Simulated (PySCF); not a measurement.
Atomic charges against the basis set

Compound: C3H8BFS.
Geometry (PBE0-D3(BJ)/def2-SVP, Å), atoms numbered from 1 in this order:
```xyz
14
C3H8BFS angstrom
F      2.6425    0.9529    0.3209
C      1.8999   -0.1650    0.5165
S      0.9382   -0.5778   -0.9606
B     -0.7914   -1.3807    0.0328
C     -1.2447    0.1677    0.2109
C     -0.3421    0.7447   -0.8716
H      1.2150   -0.0151    1.3648
H      2.5518   -1.0324    0.7073
H     -0.3898   -2.0465    0.9694
H     -1.3138   -1.9966   -0.8768
H     -2.3107    0.3732    0.0293
H     -0.9979    0.5912    1.1972
H      0.1343    1.7252   -0.7155
H     -0.8060    0.7365   -1.8688
```

PBE0 throughout (PySCF), one geometry, spherical d and f functions. Geometry: PBE0-D3(BJ)/def2-SVP, one conformer, isolated molecule. The first 7 of 14 kinds of atom are listed.

Mulliken charges (e):

```
        basis  functions      F1      C2      S3      B4      C5      C6      H7
       STO-3G         42  -0.088  -0.113  +0.277  +0.005  -0.240  -0.203  +0.108
        6-31G         74  -0.314  -0.230  +0.394  -0.018  -0.445  -0.588  +0.229
     pcSseg-0         74  -0.356  -0.235  +0.169  +0.060  -0.778  -0.722  +0.292
       6-31G*        104  -0.310  -0.125  +0.251  -0.076  -0.434  -0.498  +0.216
      cc-pVDZ        128  -0.211  +0.122  +0.071  -0.141  -0.070  -0.132  +0.090
     def2-SVP        128  -0.247  +0.195  -0.061  -0.065  -0.137  -0.141  +0.091
  aug-cc-pVDZ        214  -0.449  +0.819  +0.098  -1.514  +0.819  +0.267  -0.289
6-311+G(2d,p)        218  -0.229  -0.294  +0.510  -0.158  -0.429  -0.397  +0.193
    def2-TZVP        240  -0.196  -0.005  +0.083  -0.198  -0.315  -0.167  +0.147
      cc-pVTZ        296  -0.193  +0.103  +0.093  -0.230  -0.249  -0.157  +0.084
     IGLO-III        299  -0.240  -0.120  +0.238  +0.022  -0.322  -0.360  +0.159
```

IAO charges (e):

| basis | functions | F1 | C2 | S3 | B4 | C5 | C6 | H7 |
| --- | --- | --- | --- | --- | --- | --- | --- | --- |
| STO-3G | 42 | -0.115 | -0.175 | +0.400 | -0.172 | -0.391 | -0.309 | +0.133 |
| 6-31G | 74 | -0.273 | -0.085 | +0.320 | -0.215 | -0.408 | -0.316 | +0.167 |
| pcSseg-0 | 74 | -0.260 | -0.078 | +0.301 | -0.219 | -0.409 | -0.320 | +0.165 |
| 6-31G* | 104 | -0.286 | -0.047 | +0.348 | -0.204 | -0.398 | -0.302 | +0.153 |
| cc-pVDZ | 128 | -0.289 | -0.045 | +0.350 | -0.220 | -0.397 | -0.298 | +0.155 |
| def2-SVP | 128 | -0.289 | -0.039 | +0.351 | -0.214 | -0.392 | -0.293 | +0.153 |
| aug-cc-pVDZ | 214 | -0.306 | -0.045 | +0.354 | -0.220 | -0.407 | -0.301 | +0.160 |
| 6-311+G(2d,p) | 218 | -0.307 | -0.052 | +0.367 | -0.220 | -0.409 | -0.308 | +0.162 |
| def2-TZVP | 240 | -0.306 | -0.050 | +0.372 | -0.221 | -0.409 | -0.310 | +0.160 |
| cc-pVTZ | 296 | -0.303 | -0.048 | +0.363 | -0.221 | -0.409 | -0.308 | +0.160 |
| IGLO-III | 299 | -0.308 | -0.054 | +0.375 | -0.223 | -0.410 | -0.311 | +0.161 |

Hirshfeld charges (e):

```tsv
basis	functions	F1	C2	S3	B4	C5	C6	H7
STO-3G	42	-0.058	+0.072	+0.192	-0.010	-0.101	+0.003	+0.028
6-31G	74	-0.116	+0.044	+0.139	-0.017	-0.137	-0.032	+0.057
pcSseg-0	74	-0.109	+0.043	+0.176	-0.020	-0.144	-0.032	+0.051
6-31G*	104	-0.102	+0.043	+0.130	-0.018	-0.135	-0.032	+0.057
cc-pVDZ	128	-0.092	+0.031	+0.166	-0.018	-0.147	-0.041	+0.055
def2-SVP	128	-0.102	+0.033	+0.186	-0.024	-0.153	-0.043	+0.056
aug-cc-pVDZ	214	-0.105	+0.021	+0.174	-0.011	-0.161	-0.059	+0.059
6-311+G(2d,p)	218	-0.109	+0.026	+0.172	-0.009	-0.157	-0.056	+0.059
def2-TZVP	240	-0.104	+0.024	+0.170	-0.013	-0.156	-0.055	+0.059
cc-pVTZ	296	-0.099	+0.024	+0.167	-0.014	-0.155	-0.054	+0.058
IGLO-III	299	-0.107	+0.021	+0.189	-0.015	-0.161	-0.059	+0.058
```

Task: Which scheme is steadiest as the basis changes?

Result: Largest range over the bases for any column: Hirshfeld 0.06 e, IAO 0.19 e, Mulliken 1.60 e. Hirshfeld charges move least and Mulliken charges most, counted in e. Without the minimal STO-3G basis the ranges are Hirshfeld 0.06, IAO 0.07, Mulliken 1.60 e.

Task: How much do the charges still move between the two largest bases, cc-pVTZ and IGLO-III?

Result: At most, over all atoms: Mulliken 0.251 e, IAO 0.012 e, Hirshfeld 0.022 e.

Task: What do the same runs give for the total energy, the frontier levels and the dipole moment?

Result: 
```csv
basis,energy (Eh),HOMO (eV),LUMO (eV),μ (D)
STO-3G,-634.0666,-5.82,4.46,2.84
6-31G,-641.4492,-8.04,0.39,1.36
pcSseg-0,-640.5326,-8.35,0.20,1.36
6-31G*,-641.5395,-7.91,0.22,1.60
cc-pVDZ,-641.5795,-7.95,0.19,1.57
def2-SVP,-641.2611,-8.03,0.22,1.55
aug-cc-pVDZ,-641.6026,-8.03,-0.37,1.38
"6-311+G(2d,p)",-641.6556,-8.05,-0.38,1.34
def2-TZVP,-641.6787,-8.01,-0.18,1.44
cc-pVTZ,-641.6748,-8.01,-0.09,1.49
IGLO-III,-641.6841,-8.02,-0.26,1.38
```

The dipole is fixed by the density alone, so its range of 1.50 D shows that the density itself changes with the basis, not only its division among atoms.
